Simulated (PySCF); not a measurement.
ClK (SMILES [Cl][K]), singlet, at a GFN2-xTB geometry (such geometries of metal compounds can be far from the true shape); DF-BHANDHLYP/STO-3G (PySCF).

Input for PySCF:
```python
from pyscf import gto, scf, dft

mol = gto.Mole()
mol.atom = '''
    K    -0.000000   -0.000000   -1.217850
    Cl    0.000000    0.000000    1.361126
'''
mol.basis = 'sto-3g'
mol.charge = 0
mol.spin = 0
mol.verbose = 4
mol.build()

mf = dft.RKS(mol)
mf.xc = 'bhandhlyp'
mf = mf.density_fit(auxbasis='def2-universal-jkfit')
mf.kernel()
```

What the program printed (banner, timings and long lists left out):

```
PySCF version 2.14.0

[INPUT] verbose = 4
[INPUT] num. atoms = 2
[INPUT] num. electrons = 36
[INPUT] charge = 0
[INPUT] spin (= nelec alpha-beta = 2S) = 0
[INPUT] symmetry False subgroup None
[INPUT] Mole.unit = angstrom
[INPUT] Symbol           X                Y                Z      unit          X                Y                Z       unit  Magmom
[INPUT]  1 K      0.000000000000   0.000000000000  -1.217850000000 AA    0.000000000000   0.000000000000  -2.301402960802 Bohr   0.0
[INPUT]  2 Cl     0.000000000000   0.000000000000   1.361126000000 AA    0.000000000000   0.000000000000   2.572155361025 Bohr   0.0

nuclear repulsion = 66.2760099850328
number of shells = 12
number of NR pGTOs = 66
number of NR cGTOs = 22
basis = sto-3g
ecp = {}

******** <class 'pyscf.df.df_jk.DFRKS'> ********
method = DFRKS
initial guess = minao
damping factor = 0
level_shift factor = 0
DIIS = <class 'pyscf.scf.diis.CDIIS'>
diis_start_cycle = 1
diis_space = 8
diis_damp = 0
SCF conv_tol = 1e-09
SCF conv_tol_grad = None
SCF max_cycles = 50
direct_scf = False
XC library pyscf.dft.libxc version 7.1.2
    S. Lehtola, C. Steigemann, M. J. T. Oliveira, and M. A. L. Marques,  SoftwareX 7, 1–5 (2018)
XC functionals = bhandhlyp
    A. D. Becke,  J. Chem. Phys. 98, 1372 (1993)
    Defined through Gaussian implementation.
radial grids:
    Treutler-Ahlrichs [JCP 102, 346 (1995); DOI:10.1063/1.469408] (M4) radial grids

becke partition: Becke, JCP 88, 2547 (1988); DOI:10.1063/1.454033
pruning grids: <function nwchem_prune>
grids dens level: 3
symmetrized grids: False
atomic radii adjust function: <function treutler_atomic_radii_adjust>
small_rho_cutoff = 0
Set gradient conv threshold to 3.16228e-05
Initial guess from minao.
tot grids = 38920
******** <class 'pyscf.df.df.DF'> ********
auxbasis = def2-universal-jkfit
init E= -1048.21562410301
  HOMO = -0.480778473637086  LUMO = -0.0302726186247728  gap/eV = 12.25889
cycle= 1 E= -1049.0498740682  delta_E= -0.834  |g|= 0.172  |ddm|= 1.42
  HOMO = -0.0761146384792701  LUMO = 0.0447482045812826  gap/eV = 3.28885
cycle= 2 E= -1049.08236766874  delta_E= -0.0325  |g|= 0.0779  |ddm|=  1.2
  HOMO = -0.153047642917399  LUMO = 0.0636117125630338  gap/eV = 5.89560
cycle= 3 E= -1049.08675236267  delta_E= -0.00438  |g|= 0.00739  |ddm|= 0.291
  HOMO = -0.156851108652116  LUMO = 0.0637823501034885  gap/eV = 6.00374
cycle= 4 E= -1049.08679539327  delta_E= -4.3e-05  |g|= 0.000782  |ddm|= 0.0293
  HOMO = -0.156354357435078  LUMO = 0.0637369310748828  gap/eV = 5.98899
cycle= 5 E= -1049.08679620029  delta_E= -8.07e-07  |g|= 0.00014  |ddm|= 0.00433
  HOMO = -0.156418711526601  LUMO = 0.0637220370358111  gap/eV = 5.99033
cycle= 6 E= -1049.08679622808  delta_E= -2.78e-08  |g|= 1.7e-05  |ddm|= 0.000832
  HOMO = -0.156428643273647  LUMO = 0.0637284354603386  gap/eV = 5.99078
cycle= 7 E= -1049.08679622855  delta_E= -4.73e-10  |g|= 2.22e-06  |ddm|= 0.000109
  HOMO = -0.156432552877582  LUMO = 0.0637290711221503  gap/eV = 5.99090
Extra cycle  E= -1049.08679622856  delta_E= -1.05e-11  |g|= 5.89e-07  |ddm|= 1.36e-05
converged SCF energy = -1049.08679622856
```
